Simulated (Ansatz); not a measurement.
ClH$_{5}$NOSbSi (`N[Si](O)(Cl)[SbH2]`). Charge 0, multiplicity 1. Sb takes the def2 core potential.

```xyz
10

N     1.190   -0.833   -0.355
Si   -0.111   -0.193    0.549
O    -1.295   -1.315    0.684
Cl    0.743    0.254    2.380
Sb   -1.379    1.892   -0.242
H     1.056   -1.034   -1.334
H     2.121   -0.492   -0.175
H    -1.007   -2.210    0.888
H    -1.428    1.261   -1.832
H     0.109    2.670   -0.563
```

(1) List the harmonic frequencies (cm⁻¹, unscaled) at PBE0-D4/def2-TZVP in Ansatz. (An estimate is asked.)

(2) Is this a minimum?

(3) Give the ideal-gas thermochemistry at 298.15 K and 1 bar (rigid rotor, harmonic oscillator; point group C1, symmetry number 1).

(4) And at 400, 500, 600, 800 and 1000 K?

Answers

(1) The calculation gave: 89, 112, 137, 186, 206, 224, 259, 365, 402, 451, 510, 521, 553, 811, 828, 845, 883, 943, 1575, 1951, 1963, 3593, 3690, 3875.

(2) Yes, all 24 modes are real.

(3) Zero-point energy 149.4 kJ/mol; H(298) − E = 175.3 kJ/mol; entropy 397.1 J/(mol·K), of which translation 176.1, rotation 124.0, vibration 96.9; G(298) − E = 56.9 kJ/mol. Modes under 100 cm⁻¹ are hindered rotations or soft bends, so the harmonic entropy is rough.

(4) 
| T (K) | H − E (kJ/mol) | S (J/mol/K) | G − E (kJ/mol) |
| --- | --- | --- | --- |
| 400 | 189.8 | 438.8 | 14.3 |
| 500 | 205.5 | 473.7 | -31.3 |
| 600 | 222.2 | 504.1 | -80.3 |
| 800 | 257.9 | 555.3 | -186.4 |
| 1000 | 295.7 | 597.5 | -301.8 |
